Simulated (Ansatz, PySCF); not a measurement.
Spin states of Br2OW (SMILES [O]=[W]([Br])[Br]), each relaxed with B3LYP-D3(BJ)/def2-TZVP.
State 1 (charge 0, multiplicity 3):
```json
[
 {"atom": "W", "x (Å)": "-0.1333", "y (Å)": "-0.0975", "z (Å)": "-0.0362"},
 {"atom": "O", "x (Å)": "-1.3379", "y (Å)": "-1.2561", "z (Å)": "-0.2610"},
 {"atom": "Br", "x (Å)": "-0.3863", "y (Å)": "2.0830", "z (Å)": "-1.0977"},
 {"atom": "Br", "x (Å)": "1.7995", "y (Å)": "-0.6625", "z (Å)": "1.3387"}
]
```
State 2 (charge 0, multiplicity 1):
```xyz
4

W     -0.0608    -0.0278    -0.0226
O     -1.2594    -1.1814    -0.2458
Br    -0.4883     2.0425    -1.1409
Br     1.7505    -0.7665     1.3533
```

Singlets are restricted, other states unrestricted; no spin–orbit coupling, no relativity up to Kr; see below for the cores. The largest T1 diagnostic is 0.023.

Correlated levels freeze the inner cores; with def2 sets outer-core shells near the valence are correlated too.

Run with Ansatz (Gaussian basis) for Hartree–Fock, density functionals and correlated methods; PySCF for the dispersion terms. Values without a source in brackets are computed. In def2 rows elements past Kr take small-core potentials, without spin–orbit coupling.

| level | energy of the multiplicity-1 state less that of the multiplicity-3 state (kJ/mol) |
|---|---|
| PBE-D3(BJ)/def2-TZVPP | 22.5 |
| BLYP/def2-TZVPP | 9.3 |
| B3LYP-D3(BJ)/def2-TZVPP | 19.6 |
| PBE0-D4/def2-TZVPP | 37.9 |
| BHLYP/def2-TZVPP | 34.9 |
| wB97X-V/def2-TZVPP | 16.6 |
| wB97M-V/def2-TZVPP | 20.6 |
| B2PLYP-D3(BJ)/def2-TZVPP | ___ |
| CCSD(T)/def2-TZVPP | ___ |

What belongs in the gaps?


- B2PLYP-D3(BJ)/def2-TZVPP, energy of the multiplicity-1 state less that of the multiplicity-3 state (kJ/mol): 13.4
- CCSD(T)/def2-TZVPP, energy of the multiplicity-1 state less that of the multiplicity-3 state (kJ/mol): 13.0

Doubts at one or more of the structures used: a restricted determinant that unrestricted orbitals would lower (B2PLYP-D3(BJ)/def2-TZVPP, CCSD(T)/def2-TZVPP).

Ansatz is a first-principles code.
